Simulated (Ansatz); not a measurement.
Basis-set extrapolation for CH6BNO2, SMILES `OBNCO` (PBE0-D4/def2-TZVP geometry, frozen core, Ansatz). Multiplicity 1, RHF reference.

|  | def2-TZVPP | def2-QZVPP |
| --- | --- | --- |
| HF | -270.424475 | -270.437589 |
| MP2 correlation | -0.962618 | -1.034601 |
| CCSD(T) correlation | -1.027133 | -1.093297 |

Energies in hartree. Use E(X) = E(∞) + A·exp(−7.88·√X) for Hartree–Fock and E(X) = E(∞) + B·X^(−2.97) for correlation, with X = 3 and 4.

Question: What is the CCSD(T) energy at the basis-set limit?

Answer: HF limit: -270.437589 + (-0.013114) × 0.13774 = -270.43940. Correlation limit: -1.093297 + (-0.066164) × 0.74074 = -1.14231. Total: -271.58171 hartree, 341.6 kJ/mol below CCSD(T)/def2-TZVPP.
